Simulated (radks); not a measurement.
Results of a calculation; reference values are marked as such.
These are the eigenvalues of the occupied orbitals of an atom or ion with whole-number occupations (hartree). Code: a radial shooting solver on a logarithmic mesh with Libxc functionals. Model: non-relativistic Kohn-Sham, LB94 model potential, spin-polarised, spherical densities, point nucleus.

| orbital | eigenvalue |
|---|---|
| 1s down | -2328.375 |
| 1s up | -2328.342 |
| 2s up | -469.7929 |
| 2s down | -469.6684 |
| 2p up | -455.2398 |
| 2p down | -455.2302 |
| 3s up | -177.8770 |
| 3s down | -176.9045 |
| 3p up | -171.7010 |
| 3p down | -170.6655 |
| 3d up | -161.0745 |

Which element is it, and in what charge state? The configuration may be excited. Open shells, if any, are filled with parallel spins first.

Answer. Z = 72, hafnium, charge +49: Hf49+ in [Ar] 3d5. The list shows which subshells hold electrons but not how many an open one holds; the 1s level, -2328.4 hartree, gives Z - s = 68.2 by -(Z - s)^2/2, which with screening narrows Z to a few neighbours, and the depths of the outer levels then fix element, charge and occupations together.
